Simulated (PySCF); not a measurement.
# Structure from NMR data

An unknown has the formula C₅H₁₄Si₂. Its calculated NMR data are:

1H NMR (400 MHz, computed): δ 6.60 (q, 1H), 4.18 (s, 3H), 4.16 (d, 3H), 2.39 (t, 2H), 1.52 (m, 2H), 0.88 (t, 3H).

13C{1H} NMR (computed): δ 172.0 (C), 144.4 (CH), 43.4 (CH2), 23.8 (CH2), 13.3 (CH3).

All values are calculated (PySCF 2.14.0 with density-fitted response routines): PBE0-D3(BJ)/def2-SVP structure, NMR shieldings at PBE0/pcSseg-1/GIAO. Single conformer, one averaged value for each set of equivalent atoms, relativity neglected, isolated molecule.

Referencing at the same level of theory: 1H (31.27 ppm), 13C (184.41 ppm) against TMS.

**Question.** Propose a structure and justify it.

**Answer.** 
- Rings plus π bonds: 1 (no ring in the answer).
- 5 carbon signals for 5 carbons: no two carbons are equivalent.
- Carbon types of the structure: 1 × C, 1 × CH, 2 × CH2, 1 × CH3, leaving 6 H on heteroatoms.
- δC 172.0: fully substituted alkene carbon.
- δC 144.4: alkene CH; the olefinic region.
- δC 43.4: allylic sp3 CH2; saturated and bonded to C and H only.
- δC 23.8: sp3 CH2; saturated and bonded to C and H only.
- δC 13.3: methyl carbon; saturated and bonded to C and H only.
- δH 6.60: hydrogen on an alkene CH; olefinic region.
- δH 2.39: hydrogen on an allylic sp3 CH2; allylic position.

Structure: `CCC/C([SiH3])=C\[SiH3]`.

The shifts were computed for this structure.

Shifts are as computed. Against solution values, carbons near 30 ppm lie about +2 ppm off and those near 130 ppm about +5 ppm. Of 1309 compounds with measured shifts, 239 miss one by over three times the rms of a fit or turn the order of signals round; such compounds aren't used in these exercises. Multiplicities follow the n + 1 count of equivalent neighbours, as no J values were calculated; m marks all less simple cases, F and P coupling included.
